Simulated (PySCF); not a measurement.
# Correlation energy of Ba⁺ (barium, charge +1)

[Xe] 6p1, 2P determinant (an excited configuration). All numbers are calculated (PySCF 2.14, a scalar-relativistic core potential, in def2-TZVPPD with the def2 core potential (46 electrons) (6s4p3d1f, 40 functions)). Frozen: nothing; 9 electrons correlated.

```tsv
level	correlation energy (mhartree)
CCSD	-143.67
(T)	-3.44
CCSD(T)	-147.11
```

Diagnostics: T1 = 0.0065, D1 = 0.0271, largest double amplitude 0.026.

Problem. Is a single reference adequate?

Solution. Yes, within this model without spin-orbit coupling: T1 lies below 0.03 and no double amplitude reaches 0.07.

The basis has no tight functions for the innermost shells, so their pair energies are far from complete.

This basis was not built for core-valence correlation, so the inner-shell part is incomplete.
